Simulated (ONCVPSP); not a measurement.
**Rb (Z = 37): one change to an ONCV potential, before and after**

ONCVPSP 4.0.1 input, shortened (lines: element, Z, core and valence counts, functional; n l f; lmax; l rc ep ncon nbas qcut; lloc lpopt rc5 dvloc0; l nproj debl; icmod fcfact rcfact), PBEsol, fully relativistic:

```
  Rb 37.00    6    3  -116133      upf
    1    0    2.00
    2    0    2.00
    2    1    6.00
    3    0    2.00
    3    1    6.00
    3    2   10.00
    4    0    2.00
    4    1    6.00
    5    0    1.00
    2
    0    2.30    0.00    4    8    5.00
    1    1.55    0.00    3    7    5.50
    2    1.95    0.22    4    8    5.60
    4    3    1.50    0.00
    0    2    3.50
    1    1    2.20
    2    2    2.30
    0    0.00    0.00
```

Open shells are filled in proportion to 2j + 1.

Change: s: qcut 3.3; p: qcut 3.6; d: qcut 3.7.

Cutoffs: the cutoffs (Ha) at which the residual kinetic energy of the hardest occupied pseudo-wave falls to 1 and 0.1 mHa per electron; they do not see the model core or the augmentation charge, which bear on the density cutoff. Errors are all-electron minus pseudo energies relative to the spin-unpolarised reference configuration.

Q: What does the change do?

A: The potential gets harder (13 Ha and 44 Ha → 21 Ha and 68 Ha); of the 4 tests that both files solve, the error grows in 1 and shrinks in 0 by more than 15 % and 0.3 meV (median size 1.4 → 1.7 meV); neither file shows a bound ghost.

```tsv
quantity	base	changed
cutoff, loose	13 Ha	21 Ha
cutoff, tight	44 Ha	68 Ha
loose cutoff by channel	s 8.3 Ha, p 13 Ha	s 3.6 Ha, p 21 Ha
bound ghosts	none	none
GHOST(+) flags under 300 eV	none	none
error for 4s2 4p6 5s0, meV [ΔE 4.07 eV]	-0.1	-0.2
error for 4s2 4p6 5s0.5, meV [ΔE 1.56 eV]	0.0	0.0
error for 4s2 4p6 5s0 5p1, meV [ΔE 1.49 eV]	+2.7	+3.1
error for 4s1 4p6 5s1, meV [ΔE 37.73 eV]	-90	-170
s: phases at 2.34 bohr within 0.05 rad from the reference energy up to (Ha; the scan ends near 5)	3.9	2.9
p3/2: phases at 1.57 bohr within 0.05 rad from the reference energy up to (Ha; the scan ends near 5)	2.4	2.2
p1/2: phases at 1.57 bohr within 0.05 rad from the reference energy up to (Ha; the scan ends near 5)	2.4	2.2
d5/2: phases at 1.97 bohr within 0.05 rad from the reference energy up to (Ha; the scan ends near 5)	4.2	to the end of the scan
d3/2: phases at 1.97 bohr within 0.05 rad from the reference energy up to (Ha; the scan ends near 5)	4.3	to the end of the scan
```

Base: These tests converged, but a pseudo level misses the all-electron one widely, so the file describes the atom poorly there or has found another state: 4s2 4p6 5s0 5p1: empty 5s by 3.1 eV. Changed file: These tests converged, but a pseudo level misses the all-electron one widely, so the file describes the atom poorly there or has found another state: 4s2 4p6 5s0 5p1: empty 5s by 3.1 eV.
